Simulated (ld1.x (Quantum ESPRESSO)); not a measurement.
# Before and after: RRKJ potential for V

```
Element                 : V
Generator               : ld1.x (Quantum ESPRESSO) 7.5
Type                    : norm-conserving RRKJ (Kleinman–Bylander form)
Functional              : PBEsol
Relativity              : scalar-relativistic
Frozen core             : [Ar]
Valence charge          : 5
Reference configuration : 3d3 4s1 4p1
Partial waves           : 4p (bound): rc 3.85 bohr; 3d (bound): rc 1.70 bohr; 4s (bound): rc 3.00 bohr
Local potential         : the s channel
Core correction         : Bessel-smoothed model core inside 1.20 bohr
```

Change: wave 4p (bound): rc 3.85 bohr becomes 4p (bound): rc 5.10 bohr.

Cutoffs: the cutoffs (Ry, on a coarse ladder) from which the occupation-weighted sum of valence levels, in a spherical-Bessel basis at the reference potential, stays within 10 and 1 mRy of its value at 400 Ry; they do not see the model core or the augmentation charge, which bear on the density cutoff. Errors are all-electron minus pseudo energies relative to the spin-unpolarised reference configuration.

**Question.** Predict the effect on cutoff, ghosts and configuration errors.

**Answer.** The potential gets neither clearly harder nor softer (55 Ry and 70 Ry → 55 Ry and 70 Ry); of the 7 tests that both files solve, the error grows in 2 and shrinks in 3 by more than 15 % and 0.3 meV (median size 23.0 → 37.5 meV); neither file shows a bound ghost.

```tsv
quantity	base	changed
cutoff, loose	55 Ry	55 Ry
cutoff, tight	70 Ry	70 Ry
bound ghosts	none	none
error for 3d3 4s2 4p0, meV [ΔE -3.37 eV]	-4.4	+1.5
error for 3d3 4s1 4p0, meV [ΔE 4.38 eV]	-1.8	-2.9
error for 3d3 4s0 4p0, meV [ΔE 18.58 eV]	-23	-37
error for 3d3 4s0 4p1, meV [ΔE 8.50 eV]	-8.9	-1.9
error for 3d3.5 4s1.5 4p0, meV [ΔE -3.32 eV]	-71	-57
error for 3d2 4s2 4p1, meV [ΔE 2.43 eV]	-317	-307
error for 3d1 4s0 4p0, meV [ΔE 93.27 eV]	-1742	-1857
```
